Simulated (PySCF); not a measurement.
Unknowns

PySCF calculation with GIAO PBE0/pcSseg-1 shieldings and geometry: GFN2-xTB; single conformer, isolated molecule, relativity neglected, one averaged value for each set of equivalent atoms.

Scale: TMS for 1H (σ = 31.72 ppm) and 13C (σ = 186.93 ppm) (reference shieldings calculated alike). Splittings of carbon signals by F and P are missing where no couplings were computed. Where no couplings were computed, multiplicities follow the n + 1 count of equivalent neighbours, and m marks all less simple cases (inequivalent or close neighbours, rings, F or P nearby). Shifts are as computed. Against solution values, carbons near 30 ppm lie about +3 ppm off and those near 130 ppm about +5 ppm; carbons on Cl a further +6 ppm. Of 1211 compounds with measured shifts, 218 miss one by over three times the rms of a fit or turn the order of signals round; such compounds aren't used in these exercises. Carbons bonded to Cl come out too deshielded.

**Question.** C4H6N2O2. 1H NMR (500 MHz, computed): δ 4.28 (s, 3H), 2.52 (s, 3H). 13C{1H} NMR (computed): δ 175.6 (C), 164.3 (C), 59.6 (CH3), 14.0 (CH3). Give a structure.

**Answer.** SMILES COc1nnc(C)o1. The formula gives 3 degrees of unsaturation (1 ring in the answer). 4 carbon signals for 4 carbons: no two carbons are equivalent. Carbon types of the structure: 2 × C, 2 × CH3, which accounts for all hydrogens. δC 175.6: aromatic carbon bearing oxygen; the electronegative substituent deshields the carbon that carries it. δC 164.3: substituted aromatic carbon next to the ring oxygen. δC 59.6: methyl carbon bonded to O; the inductive effect lowers its shielding. δH 4.28: hydrogen on a methyl carbon bonded to O; its carbon carries O, hence the downfield position.

The data come from this structure; uniqueness wasn't tested.

**Question.** C6H6ClF. 1H NMR (400 MHz, computed): δ 6.61 (m, 1H), 6.46 (m, 1H), 6.17 (m, 1H), 5.18 (m, 1H), 3.00 (m, 1H), 2.72 (m, 1H). 13C{1H} NMR (computed): δ 149.2 (C), 136.8 (CH), 127.6 (CH), 126.5 (CH), 86.5 (CH), 43.0 (CH2). Give a structure.

**Answer.** SMILES C1[C@@H](F)C=CC=C1Cl. Rings plus π bonds: 3 (1 ring in the answer). 6 carbon signals for 6 carbons: no two carbons are equivalent. Carbon types of the structure: 1 × C, 4 × CH, 1 × CH2, which accounts for all hydrogens. δC 149.2: fully substituted alkene carbon; as expected for a trigonal carbon in a double bond. δC 136.8, 127.6, 126.5: alkene CH; an sp2 carbon of a C=C bond. δC 86.5: allylic sp3 CH bonded to F; pulled downfield by the heteroatom. δH 5.18: hydrogen on an allylic sp3 CH bonded to F; its carbon carries F, an electronegative neighbour.

This is the structure that produced the data.
